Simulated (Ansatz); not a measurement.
Steps of a relaxation of C4H3F5, SMILES `FC/C(F)=C\C(F)(F)F` with RKS PBE-D4/def2-SVP.

```sh
$ ansatz run in.yaml --threads 2 --pin off --events-out ev --progress --plain --max-ram 32768MiB --backend cpu
```

```yaml
crystal:
  periodic: [false, false, false]
  atoms:
    - {symbol: F, position_ang: [0.254900, -1.876800, -0.256300]}
    - {symbol: C, position_ang: [1.001900, -0.927000, -0.890300]}
    - {symbol: C, position_ang: [0.916300, 0.415300, -0.233300]}
    - {symbol: F, position_ang: [2.128800, 1.203300, -0.304000]}
    - {symbol: C, position_ang: [-0.073300, 0.891000, 0.480400]}
    - {symbol: C, position_ang: [-1.403000, 0.278500, 0.688100]}
    - {symbol: F, position_ang: [-1.822800, -0.364500, -0.419900]}
    - {symbol: F, position_ang: [-1.359300, -0.614800, 1.697900]}
    - {symbol: F, position_ang: [-2.331800, 1.216900, 1.040900]}
    - {symbol: H, position_ang: [0.697800, -0.844800, -1.911700]}
    - {symbol: H, position_ang: [2.016600, -1.314100, -0.833100]}
    - {symbol: H, position_ang: [0.050900, 1.881800, 0.975200]}
basis:
  gaussian: {orbitals: def2-SVP}
hamiltonian: {xc: pbe, dispersion: d4}
relax: {f_tol: 0.03, max_steps: 200}
```

Positions (Å) and forces (eV/Å) along the path, 7 of 7 steps:

```xyz
12
step=1 energy=-17748.8738 eV
F     0.255   -1.877   -0.256   -0.678   -0.241    0.338
C     1.002   -0.927   -0.890    0.615   -0.062    0.967
C     0.916    0.415   -0.233    3.251    0.645   -0.322
F     2.129    1.203   -0.304   -2.329   -1.756   -0.122
C    -0.073    0.891    0.480   -0.837    2.210    1.079
C    -1.403    0.279    0.688   -0.287   -0.266    0.303
F    -1.823   -0.364   -0.420   -0.536    0.076   -0.109
F    -1.359   -0.615    1.698   -0.215   -0.218    0.206
F    -2.332    1.217    1.041    0.314   -0.270   -0.360
H     0.698   -0.845   -1.912   -0.404    0.026   -1.550
H     2.017   -1.314   -0.833    1.030    0.269   -0.253
H     0.051    1.882    0.975    0.078   -0.413   -0.176
12
step=2 energy=-17749.1759 eV
F     0.304   -1.910   -0.257   -0.199   -0.085    0.020
C     1.045   -0.944   -0.894    0.153   -0.085    0.474
C     0.929    0.380   -0.194    1.534    0.848   -0.430
F     2.082    1.156   -0.359   -1.325   -1.064    0.227
C    -0.085    0.903    0.499   -0.103    0.589    0.328
C    -1.431    0.290    0.703   -0.170   -0.066    0.231
F    -1.887   -0.340   -0.402   -0.087   -0.021   -0.032
F    -1.433   -0.601    1.721   -0.069   -0.094    0.005
F    -2.335    1.254    1.030    0.163   -0.090   -0.131
H     0.713   -0.851   -1.939   -0.109    0.007   -0.432
H     2.105   -1.264   -0.877    0.213    0.171   -0.108
H     0.069    1.873    1.003   -0.001   -0.111   -0.150
12
step=3 energy=-17749.2323 eV
F     0.313   -1.924   -0.277    0.113    0.016   -0.103
C     1.057   -0.946   -0.902   -0.168   -0.115   -0.029
C     0.925    0.378   -0.200    0.098    0.022    0.257
F     2.071    1.073   -0.304    0.105    0.219   -0.111
C    -0.091    0.917    0.500   -0.028   -0.218   -0.133
C    -1.437    0.289    0.724   -0.039    0.153   -0.051
F    -1.908   -0.347   -0.376    0.041   -0.087   -0.010
F    -1.452   -0.596    1.749    0.054    0.043   -0.093
F    -2.330    1.264    1.029   -0.036    0.017    0.062
H     0.725   -0.853   -1.966    0.029   -0.026    0.115
H     2.142   -1.215   -0.901   -0.187   -0.002    0.033
H     0.062    1.904    0.959    0.019   -0.021    0.063
12
step=4 energy=-17749.2188 eV rejected
F     0.375   -1.967   -0.230    0.002    0.240    0.010
C     1.049   -0.962   -0.884    0.125    0.216   -0.040
C     0.929    0.389   -0.209   -0.365   -0.251    0.073
F     2.039    1.125   -0.384    0.117   -0.063    0.060
C    -0.082    0.903    0.515    0.048    0.068   -0.028
C    -1.446    0.308    0.703    0.064   -0.131    0.039
F    -1.912   -0.293   -0.418    0.060   -0.053   -0.050
F    -1.472   -0.610    1.696   -0.079   -0.011    0.052
F    -2.332    1.282    1.030    0.107   -0.022    0.021
H     0.684   -0.900   -1.936    0.038   -0.029    0.020
H     2.143   -1.176   -0.895   -0.064   -0.125   -0.095
H     0.102    1.846    1.045   -0.053    0.162   -0.062
12
step=5 energy=-17749.2434 eV
F     0.318   -1.927   -0.262    0.004   -0.008   -0.004
C     1.047   -0.947   -0.892   -0.009   -0.004    0.038
C     0.934    0.381   -0.189    0.077    0.062   -0.022
F     2.065    1.101   -0.335   -0.039   -0.038    0.003
C    -0.084    0.914    0.508   -0.015    0.000   -0.012
C    -1.433    0.291    0.713    0.003    0.014    0.012
F    -1.890   -0.342   -0.394    0.007   -0.017   -0.004
F    -1.450   -0.602    1.730   -0.005   -0.002   -0.013
F    -2.330    1.261    1.021    0.001   -0.004    0.007
H     0.704   -0.857   -1.949    0.003    0.015    0.007
H     2.126   -1.220   -0.900   -0.018   -0.012   -0.015
H     0.071    1.893    0.984   -0.008   -0.005    0.002
12
step=6 energy=-17749.2438 eV
F     0.315   -1.923   -0.249    0.028    0.013   -0.008
C     1.042   -0.946   -0.887   -0.013   -0.013   -0.017
C     0.940    0.386   -0.187   -0.026    0.016    0.024
F     2.070    1.103   -0.334    0.007   -0.014    0.000
C    -0.081    0.919    0.508   -0.015   -0.058   -0.025
C    -1.430    0.289    0.710    0.073    0.012   -0.019
F    -1.879   -0.344   -0.402   -0.017    0.004    0.002
F    -1.446   -0.608    1.722   -0.010    0.005    0.004
F    -2.332    1.254    1.017   -0.011   -0.003    0.006
H     0.690   -0.855   -1.941   -0.012    0.007    0.010
H     2.119   -1.226   -0.911   -0.003    0.003    0.016
H     0.069    1.895    0.988   -0.002    0.026    0.007
12
step=7 energy=-17749.2440 eV
F     0.318   -1.924   -0.249    0.007    0.000    0.001
C     1.042   -0.946   -0.887   -0.001   -0.006   -0.011
C     0.939    0.385   -0.186   -0.009    0.007    0.010
F     2.071    1.100   -0.333    0.008   -0.003    0.003
C    -0.081    0.918    0.508   -0.010   -0.014   -0.010
C    -1.430    0.289    0.709    0.024    0.004   -0.004
F    -1.880   -0.344   -0.402   -0.004    0.002   -0.001
F    -1.447   -0.607    1.722   -0.002    0.000    0.002
F    -2.331    1.255    1.017   -0.004    0.001    0.002
H     0.688   -0.853   -1.940   -0.005    0.001    0.005
H     2.120   -1.224   -0.911   -0.002    0.003    0.002
H     0.068    1.896    0.986   -0.003    0.006    0.002
```

Run time 22 s (2 threads of an AMD EPYC 7R13 on a shared host); peak host memory 0.23 GiB.
